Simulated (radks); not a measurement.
Effect of the nuclear size on neutral tin, [Kr] 4d10 5s2 5p2. Method: Dirac Kohn-Sham, exchange-only LDA, spin-unpolarised, spherical densities, finite nucleus; open shells are shared between the two j in proportion to 2j + 1; Fermi nuclear charge, rms radius 4.6519 fm; computed with a radial shooting solver on a logarithmic mesh with Libxc functionals. The rms radius is varied about that value; shifts are against it.

| rms radius (fm) | total energy shift (eV) | density at nucleus (e/bohr^3) | 1s1/2 shift (meV) | 2s1/2 shift (meV) | 4p1/2 shift (meV) | 5s1/2 shift (meV) |
|---|---|---|---|---|---|---|
| 3.8378 | -1.32 | 1.96e+05 | -553 | -63.2 | 0.198 | -0.209 |
| 4.396 | -0.437 | 1.92e+05 | -183 | -21.0 | 0.066 | -0.069 |
| 4.6519 | 0 | 1.903e+05 | 0.000 | 0.000 | 0.000 | 0.000 |
| 4.8194 | 0.297 | 1.893e+05 | 125 | 14.3 | -0.045 | 0.047 |
| 5.1497 | 0.910 | 1.874e+05 | 382 | 43.7 | -0.137 | 0.145 |

Slopes of the eigenvalues against <r^2> in GHz/fm^2, as finite differences over the two radii next to the reference (eigenvalue slopes, not the field-shift constants of lines): 1s1/2 19100, 2s1/2 2190, 4p1/2 -6.85, 5s1/2 7.24.
